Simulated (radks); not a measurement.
The numbers below are computed, except where a source is named.
Valence configurations of Sm I (all share [Xe]). Level of theory: scalar-relativistic Kohn-Sham, BLYP, spin-polarised, spherical densities, point nucleus; open shells are filled with parallel spins first (spin-orbit coupling, left out, can overturn this in heavy ions) (a radial shooting solver on a logarithmic mesh with Libxc functionals). Energies are relative to 4f6 6s2; eigenvalues in eV for spin up.

valence          E (eV)  moment (Bohr magnetons)    e(4f)    e(5d)   e(6p)   e(6s)
4f6 6s2           0.000                        6   -3.374        -       -  -3.525
4f6 5d1 6s1       1.450                        8   -2.177   -1.235       -  -3.364
4f5.5 5d1 6s1.5   1.924                        7   -5.294   -1.957       -  -3.655
4f6 6s1 6p1       1.996                        8   -4.528        -  -1.800  -4.463
4f6 6p2           4.714                        8   -5.694        -  -2.276       -
4f4 5d2 6s2      12.501                        6  -15.299   -4.055       -  -4.337
4f4 6s2 6p2      20.654                        6  -22.275        -  -3.090  -6.967
4f2 5d2 6s2 6p2  59.993                        6  -37.332  -11.563  -3.267  -7.622

NIST lists [Xe] 4f6 6s2 as the ground configuration; this level of theory agrees among the configurations tried. The energies are those of spherical high-spin densities, not of single terms. No valid solution was reached for [Xe] 4f7 6s1; [Xe] 4f7 6s0.5 6p0.5.
